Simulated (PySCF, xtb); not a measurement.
C₂H₄F₂OSi, SMILES FC1(F)OC[SiH2]1.

Harmonic wavenumbers (cm⁻¹) from xtb with GFN2-xTB at its own minimum, in rising order: 81, 176, 337, 414, 432, 433, 497, 546, 602, 645, 713, 738, 739, 969, 1008, 1063, 1120, 1127, 1220, 1454, 2332, 2349, 2933, 2949.

**Question.** What does B3LYP-D3(BJ)/def2-SVP (PySCF) give at its own minimum? (An estimate is asked for; the answer gives what the named calculation found.)

**Answer.** 54, 195, 354, 456, 464, 485, 571, 607, 674, 732, 771, 834, 945, 1006, 1085, 1131, 1176, 1230, 1269, 1468, 2243, 2260, 3057, 3114. Paired by order, the mean absolute difference is 71 cm⁻¹ and the zero-point energies are 35.6 and 37.4 kcal/mol.
